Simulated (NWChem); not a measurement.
Program: NWChem. System: H6GeSn, charge 0, spin multiplicity 1, at a geometry optimised with B3LYP/def2-SVP with def2 effective core potentials on Sn. The structure started from a generated list of species. Level: TD-B3LYP/def2-SVP with def2 effective core potentials on Sn, VWN1-RPA local correlation.

NWChem printed:

```
             Northwest Computational Chemistry Package (NWChem) 7.3.0
             --------------------------------------------------------

                                NWChem Input Module
                                -------------------

 Scaling coordinates for geometry "geometry" by  1.889725989
 (inverse scale =  0.529177249)

 Turning off AUTOSYM since
 SYMMETRY directive was detected!

                             Geometry "geometry" -> ""
                             -------------------------

 Output coordinates in angstroms (scale by  1.889725989 to convert to a.u.)

  No.       Tag          Charge          X              Y              Z
 ---- ---------------- ---------- -------------- -------------- --------------
    1 Sn                  50.0000    -0.10039600     1.03903800     0.00000000
    2 Ge                  32.0000     0.15271300    -1.57867100     0.00000000
    3 H                    1.0000     0.64201300     1.72016700     1.39556200
    4 H                    1.0000    -1.76336700     1.48332900     0.00000000
    5 H                    1.0000     0.64201300     1.72016700    -1.39556200
    6 H                    1.0000     1.64237100    -1.98251300     0.00000000
    7 H                    1.0000    -0.51502100    -2.18779800    -1.25118300
    8 H                    1.0000    -0.51502100    -2.18779800     1.25118300

 Effective nuclear repulsion energy (a.u.)     440.1034554803

            Nuclear Dipole moment (a.u.)
            ----------------------------
        X                 Y               Z
 ---------------- ---------------- ----------------
     0.0000075589    -0.0000340151     0.0000000000

      Symmetry information
      --------------------

 Group name             Cs
 Group number              2
 Group order               2
 No. of unique centers     6

      Symmetry unique atoms

     1    2    3    4    6    7


 Summary of "ao basis" -> "" (spherical)
 ------------------------------------------------------------------------------
       Tag                 Description            Shells   Functions and Types
 ---------------- ------------------------------  ------  ---------------------
 *                          def2-svp                  on all atoms

                                 NWChem DFT Module
                                 -----------------

 Summary of "ao basis" -> "ao basis" (spherical)
 ------------------------------------------------------------------------------
       Tag                 Description            Shells   Functions and Types
 ---------------- ------------------------------  ------  ---------------------
 Sn                         def2-svp                10       26   4s4p2d
 Ge                         def2-svp                12       32   5s4p3d
 H                          def2-svp                 3        5   2s1p

 Summary of "ao basis" -> "ao basis" (spherical)
 ------------------------------------------------------------------------------
       Tag                 Description            Shells   Functions and Types
 ---------------- ------------------------------  ------  ---------------------
 Sn                         def2-svp                10       26   4s4p2d
 Ge                         def2-svp                12       32   5s4p3d
 H                          def2-svp                 3        5   2s1p

      Symmetry analysis of basis
      --------------------------

        a'         58
        a"         30

            General Information
            -------------------
          SCF calculation type: DFT
          Wavefunction type:  closed shell.
          No. of atoms     :     8
          No. of electrons :    60
           Alpha electrons :    30
            Beta electrons :    30
          Charge           :     0
          Spin multiplicity:     1
          Use of symmetry is: off; symmetry adaption is: on
          Maximum number of iterations: 100
          AO basis - number of functions:    88
                     number of shells:    40
          Convergence on energy requested:  1.00D-06
          Convergence on density requested:  1.00D-05
          Convergence on gradient requested:  5.00D-04

              XC Information
[...]
  Root   3 singlet a'             0.262664754 a.u.                7.1475 eV
  ----------------------------------------------------------------------------
     Transition Moments    X -0.19985   Y  1.97851   Z  0.00000
     Transition Moments   XX  0.35127  XY  0.21938  XZ  0.00000
     Transition Moments   YY -1.87498  YZ -0.00000  ZZ  0.35826
     Dipole Oscillator Strength                    0.6924636442
     Electric Quadrupole                           0.0000001646
     Magnetic Dipole                               0.0000000000
     Total Oscillator Strength                     0.6924638088

          sigma_e =   2.5818 Angstrom
          sigma_h =   2.1110 Angstrom
         |d_h->e| =   0.1760 Angstrom
            d_exc =   3.2847 Angstrom
            d_CD1 =   0.6468 Angstrom
            d_CD2 =  -2.1704 Angstrom
            d_CD3 =   3.4607 Angstrom
     Pearson C.C. =   0.0333

     Occ.   28  a"  ---  Virt.   33  a"  -0.20939 X
     Occ.   29  a'  ---  Virt.   32  a'  -0.21557 X
     Occ.   30  a'  ---  Virt.   31  a'   0.93699 X
     Occ.   30  a'  ---  Virt.   31  a'  -0.06521 Y
     Occ.   30  a'  ---  Virt.   34  a'   0.06871 X
     Occ.   30  a'  ---  Virt.   35  a'   0.12175 X
  ----------------------------------------------------------------------------
  Root   4 singlet a'             0.279070284 a.u.                7.5939 eV
  ----------------------------------------------------------------------------
     Transition Moments    X  0.23883   Y  0.02895   Z -0.00000
     Transition Moments   XX -0.53646  XY  0.99931  XZ -0.00000
     Transition Moments   YY  0.20413  YZ -0.00000  ZZ  0.33822
     Dipole Oscillator Strength                    0.0107680579
     Electric Quadrupole                           0.0000001413
     Magnetic Dipole                               0.0000003475
     Total Oscillator Strength                     0.0107685467

          sigma_e =   2.5338 Angstrom
          sigma_h =   2.0984 Angstrom
         |d_h->e| =   0.9430 Angstrom
            d_exc =   3.4193 Angstrom
            d_CD1 =   1.3784 Angstrom
            d_CD2 =  -1.3732 Angstrom
            d_CD3 =   4.3622 Angstrom
     Pearson C.C. =   0.0020

     Occ.   28  a"  ---  Virt.   33  a"  -0.09212 X
     Occ.   29  a'  ---  Virt.   31  a'   0.96695 X
     Occ.   29  a'  ---  Virt.   32  a'   0.08936 X
     Occ.   29  a'  ---  Virt.   34  a'  -0.08771 X
     Occ.   30  a'  ---  Virt.   32  a'  -0.18570 X
  ----------------------------------------------------------------------------
  Root   5 singlet a"             0.279121473 a.u.                7.5953 eV
  ----------------------------------------------------------------------------
     Transition Moments    X  0.00000   Y -0.00000   Z  0.24262
     Transition Moments   XX -0.00000  XY  0.00000  XZ  0.22574
     Transition Moments   YY  0.00000  YZ  1.08757  ZZ  0.00000
     Dipole Oscillator Strength                    0.0109535264
     Electric Quadrupole                           0.0000001429
     Magnetic Dipole                               0.0000003486
     Total Oscillator Strength                     0.0109540179

          sigma_e =   2.5344 Angstrom
          sigma_h =   2.0996 Angstrom
         |d_h->e| =   0.9411 Angstrom
            d_exc =   3.4197 Angstrom
            d_CD1 =   1.3758 Angstrom
            d_CD2 =  -1.3759 Angstrom
            d_CD3 =   4.3608 Angstrom
     Pearson C.C. =   0.0022

     Occ.   28  a"  ---  Virt.   31  a'   0.96683 X
     Occ.   28  a"  ---  Virt.   32  a'  -0.09090 X
     Occ.   28  a"  ---  Virt.   34  a'  -0.08885 X
     Occ.   29  a'  ---  Virt.   33  a"  -0.09233 X
     Occ.   30  a'  ---  Virt.   33  a"  -0.18485 X
  ----------------------------------------------------------------------------
  Root   6 singlet a'             0.280865897 a.u.                7.6428 eV
  ----------------------------------------------------------------------------
     Transition Moments    X  0.03196   Y -0.34153   Z -0.00000
     Transition Moments   XX  1.06719  XY  0.24339  XZ -0.00000
     Transition Moments   YY -1.40190  YZ -0.00000  ZZ  1.08670
     Dipole Oscillator Strength                    0.0220317968
     Electric Quadrupole                           0.0000002487
     Magnetic Dipole                               0.0000000000
     Total Oscillator Strength                     0.0220320455

          sigma_e =   2.4155 Angstrom
          sigma_h =   1.9421 Angstrom
         |d_h->e| =   1.4108 Angstrom
            d_exc =   3.4211 Angstrom
            d_CD1 =   1.8842 Angstrom
            d_CD2 =  -0.7680 Angstrom
            d_CD3 =   4.8318 Angstrom
     Pearson C.C. =  -0.0114

     Occ.   30  a'  ---  Virt.   31  a'  -0.06405 X
     Occ.   30  a'  ---  Virt.   34  a'   0.99153 X
     Occ.   30  a'  ---  Virt.   35  a'  -0.08366 X
  ----------------------------------------------------------------------------
  Root   7 singlet a"             0.293094983 a.u.                7.9755 eV
  ----------------------------------------------------------------------------
     Transition Moments    X  0.00000   Y -0.00000   Z -0.00097
     Transition Moments   XX  0.00000  XY -0.00000  XZ -0.00022
     Transition Moments   YY -0.00000  YZ -0.00151  ZZ -0.00000
     Dipole Oscillator Strength                    0.0000001835
     Electric Quadrupole                           0.0000000000
     Magnetic Dipole                               0.0000017618
     Total Oscillator Strength                     0.0000019452

          sigma_e =   2.3054 Angstrom
          sigma_h =   2.0697 Angstrom
         |d_h->e| =   0.8598 Angstrom
            d_exc =   3.1448 Angstrom
            d_CD1 =   1.0955 Angstrom
            d_CD2 =  -1.3277 Angstrom
            d_CD3 =   4.0045 Angstrom
     Pearson C.C. =   0.0469

     Occ.   28  a"  ---  Virt.   32  a'   0.70357 X
     Occ.   28  a"  ---  Virt.   36  a'  -0.05648 X
     Occ.   29  a'  ---  Virt.   33  a"  -0.70269 X
     Occ.   29  a'  ---  Virt.   37  a"   0.05656 X
  ----------------------------------------------------------------------------
  Root   8 singlet a'             0.303644736 a.u.                8.2626 eV
  ----------------------------------------------------------------------------
     Transition Moments    X -0.16293   Y -0.01571   Z -0.00000
     Transition Moments   XX  0.10248  XY -1.75346  XZ  0.00000
     Transition Moments   YY -0.34417  YZ -0.00000  ZZ  0.24122
     Dipole Oscillator Strength                    0.0054235922
     Electric Quadrupole                           0.0000004723
     Magnetic Dipole                               0.0000022350
     Total Oscillator Strength                     0.0054262996

          sigma_e =   2.4656 Angstrom
          sigma_h =   2.3573 Angstrom
         |d_h->e| =   0.2049 Angstrom
            d_exc =   3.2991 Angstrom
            d_CD1 =   0.3131 Angstrom
            d_CD2 =  -2.2065 Angstrom
            d_CD3 =   3.5040 Angstrom
     Pearson C.C. =   0.0683

     Occ.   26  a'  ---  Virt.   31  a'  -0.61702 X
     Occ.   26  a'  ---  Virt.   34  a'   0.07985 X
     Occ.   28  a"  ---  Virt.   33  a"  -0.43967 X
     Occ.   29  a'  ---  Virt.   31  a'  -0.06734 X
     Occ.   29  a'  ---  Virt.   32  a'   0.44106 X
     Occ.   29  a'  ---  Virt.   34  a'   0.42589 X
     Occ.   29  a'  ---  Virt.   35  a'   0.05603 X
     Occ.   30  a'  ---  Virt.   32  a'  -0.06792 X
     Occ.   30  a'  ---  Virt.   36  a'   0.15746 X

              Target root =      1
          Target symmetry = none
      Ground state energy =  -2294.740219561146
        Excitation energy =      0.261100357862
     Excited state energy =  -2294.479119203284

  stored tddft:energy   -2294.4791192032840

 Task  times  cpu:      427.7s     wall:      427.7s

 Total times  cpu:      427.7s     wall:      427.7s
```

Task: Write an NWChem input that would produce this output.

Result: Several could match; the one computed here: 
```
start mol
memory heap 200 mb stack 800 mb global 1000 mb
geometry units angstroms nocenter noautoz
  Sn    -0.100396     1.039038     0.000000
  Ge     0.152713    -1.578671     0.000000
  H      0.642013     1.720167     1.395562
  H     -1.763367     1.483329     0.000000
  H      0.642013     1.720167    -1.395562
  H      1.642371    -1.982513     0.000000
  H     -0.515021    -2.187798    -1.251183
  H     -0.515021    -2.187798     1.251183
  symmetry group Cs
end
basis spherical
  * library def2-svp
end
ecp
  Sn library def2-ecp
end
dft
  xc b3lyp
  semidirect memsize 60000000 filesize 0
  iterations 100
end
tddft
  rpa
  nroots 8
  notriplet
  thresh 1e-4
end
task tddft energy
```
